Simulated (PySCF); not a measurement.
# Radial density of Ga⁺ (gallium, charge +1)

UHF, [Ar] 3d9 4s2 4p1, one real determinant (an excited configuration). Computed with PySCF 2.14 in aug-cc-pV5Z-PP with ECP10MDF (8s7p6d4f3g2h, 136 functions), with a scalar-relativistic core potential. This is the valence pseudo-density: the core potential removes the inner electrons and smooths the orbitals near the nucleus.

```csv
r (bohr),4πr²ρ (e/bohr),4πr²(ρα − ρβ)
0.00188,1.775e-05,0.0000
0.00316,4.787e-05,0.0000
0.00531,0.0001234,0.0000
0.00893,0.0003038,0.0000
0.0150,0.0006928,0.0000
0.0253,0.001558,0.0000
0.0425,0.005545,0.0003
0.0715,0.04836,0.0049
0.120,0.4746,0.0510
0.202,3.244,0.3193
0.340,14.58,1.0472
0.572,26.36,1.4249
0.962,10.86,0.6328
1.62,2.531,0.4349
2.72,1.012,0.3819
4.58,0.09028,0.0544
7.70,0.0005801,0.0005
```

⟨L²⟩ = 8.04 against 12 for a pure F term, so this real determinant mixes terms. Energies and moments cover only the electrons outside the core potential.
